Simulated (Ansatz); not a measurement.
Computed with Ansatz on PBE0-D4/def2-TZVP structures; ΔE is electronic, products minus reactants. CBS: MP2 limit from def2 TZ/QZ plus the TZ coupled-cluster correction, frozen cores. DFT in def2-TZVPP. Each species was taken in one conformer, which may not be the lowest.

`CB(O)CO` + `N[SiH2]F` → `OCN[SiH2]F` + `CBO`  (substitution at a C–B bond)

| species | PBE-D4 energy (Eh) |
| --- | --- |
| `CB(O)CO` | -255.57533 |
| `N[SiH2]F` | -446.35210 |
| `OCN[SiH2]F` | -560.79981 |
| `CBO` | -141.11537 |

Question: Work out ΔE.

Answer: ΔE = (-560.79981) + (-141.11537) − (-255.57533) − (-446.35210) = 0.01225 Eh = +0.33 eV. CCSD(T)/CBS gives +0.36 eV.

Largest T1 diagnostic among the species: 0.012.

In def2-TZVPP, CCSD(T) changes the Hartree–Fock value by +0.05 eV (the triples alone add −0.01 eV) and MP2 by +0.05 eV.
